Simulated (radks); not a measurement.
Values are calculated unless marked as measured or tabulated.
Exchange energies: the exact (Fock) value of the Kohn-Sham orbitals and density-functional approximations, as 100 (|E| - |E exact|)/|E exact|, negative where the magnitude is too small. Species: O+ [He] 2s2 2p3; B2+ [He] 2s1; Cs4+ [Kr] 4d10 5s2 5p3. Code: a radial shooting solver on a logarithmic mesh with Libxc functionals. Model: non-relativistic Kohn-Sham, LDA (Slater exchange, Perdew-Wang correlation), spin-polarised, spherical densities, point nucleus. Every spin shell is full or empty, so the densities are truly spherical. Functionals are evaluated on that one density, not self-consistently.

functional             O+       B2+      Cs4+
exact (hartree)  -7.85558  -3.19714  -182.816
LDA                -10.35    -13.34     -4.69
PBE                 -0.76     -1.25     -0.42
PBEsol              -4.38     -5.58     -2.20
revPBE              +0.04     +0.08     -0.29
RPBE                +0.28     +0.37     -0.24
PW91                -0.38     -0.93     -0.01
OPTX                -0.03     -0.12     +1.33
AM05                -8.52    -10.40     -4.38
SOGGA               -4.47     -5.75     -2.21
B86b                -0.02     -0.34     -0.01
APBE                +0.59     +0.32     +0.29
revTPSS             -0.06     +0.26     -0.93
SCAN                +0.09     -0.06     +0.14
r2SCAN              -0.05     -0.10     -0.13
